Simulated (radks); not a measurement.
Task: All-electron calculation, scalar-relativistic Kohn-Sham, LDA (Slater exchange, Perdew-Wang correlation), spin-polarised, spherical densities, finite nucleus; Fermi nuclear charge, rms radius of each element as measured or else 0.836 A^(1/3) + 0.57 fm. Program: a radial shooting solver on a logarithmic mesh with Libxc functionals. Response by self-consistent Sternheimer equations with the Hartree and adiabatic LDA kernel, the relativistic mass of each level held fixed and spin-orbit coupling left out. Rank Ti4+, K+, V5+, Cr6+, Sc3+, Mn7+, Fe8+, Ca2+, Ar (NIST ground configurations) by static dipole polarisability, largest first.

Result: Ar 12.03, K+ 5.743, Ca2+ 3.344, Sc3+ 2.163, Ti4+ 1.495, V5+ 1.083, Cr6+ 0.8126, Mn7+ 0.6266, Fe8+ 0.4941 bohr^3.
